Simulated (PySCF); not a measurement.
## Correlation energy of Be (beryllium, neutral)

[He] 2s1 2p1, high-spin 3P determinant (an excited configuration). Computed with PySCF 2.14 in def2-QZVPPD (7s4p2d1f, 36 functions), with the non-relativistic Hamiltonian (point nucleus). Frozen: 1s2; 2 electrons correlated.

With two correlated electrons CCSD is exact within the correlated space (frozen core and kept virtual orbitals).

| level | correlation energy (mhartree) |
| --- | --- |
| CCSD | -4.82 |

Diagnostics: T1 = 0.0042, D1 = 0.0067, largest double amplitude 0.041.

Cost of the coupled-cluster step: about 0.28 core-seconds, for 2 correlated electrons.
